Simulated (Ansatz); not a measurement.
Basis sets compared for ZnMeF (CH₃FZn). Total charge 0; singlet. Geometry PBE-D4/def2-TZVP. Ansatz on 4 threads of Intel Xeon on a shared host; times are rough, and most runs start from earlier orbitals.

Cartesian coordinates in Å:
```
Zn 0.854 -0.786 0.152
C -0.545 0.501 -0.097
H -0.695 1.075 0.827
H -1.481 -0.009 -0.357
H -0.278 1.192 -0.907
F 2.145 -1.973 0.382
```

The 6-31G sets use Cartesian d functions. B3LYP takes the VWN-RPA correlation.

Binding counts from free atoms (Zn singlet, C triplet, H doublet, F doublet) in the same basis, without a counterpoise term.

| level | functions | energy (Eh) | HOMO (eV) | LUMO (eV) | binding per atom (eV) | wall time |
| --- | --- | --- | --- | --- | --- | --- |
| PBE-D4/def2-SVP | 74 | -1918.3823 | -7.05 | -1.08 | 3.36 | 1.1 s |
| B3LYP-D4/6-31G | 53 | -1918.8871 | -8.25 | -0.57 | 3.35 | 1.9 s |
| PBE0-D4/def2-SVP | 74 | -1918.4171 | -8.54 | -0.30 | 3.29 | 2.9 s |

Problem. Estimate the rows for PBE-D4/def2-TZVP (with forces), B3LYP-D4/def2-TZVP, PBE0-D4/def2-TZVP.

Solution. 
```tsv
level	functions	energy (Eh)	HOMO (eV)	LUMO (eV)	binding per atom (eV)	wall time
PBE-D4/def2-TZVP (with forces)	128	-1918.8281	-7.62	-1.41	3.33	3.3 s
B3LYP-D4/def2-TZVP	128	-1919.3046	-8.59	-0.91	3.25	2.9 s
PBE0-D4/def2-TZVP	128	-1918.8494	-8.77	-0.56	3.27	4.4 s
```
